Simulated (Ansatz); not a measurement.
Species: C3H10GeO3, SMILES `C[CH](C)[Ge]([OH])([OH])[OH]` (charge 0, multiplicity 1), formula C$_{3}$H$_{10}$GeO$_{3}$.

Q: How many basis functions does frozen-core CCSD(T)/def2-TZVPP // B3LYP-D3(BJ)/def2-SVP run with Ansatz (an electronic-structure program) use, how many core orbitals are frozen, and how many electrons are correlated?

A: 374 basis functions and 15 frozen orbitals, which leaves 54 correlated electrons (filled d shells below the valence shell are correlated). Core time is of the order of hours.
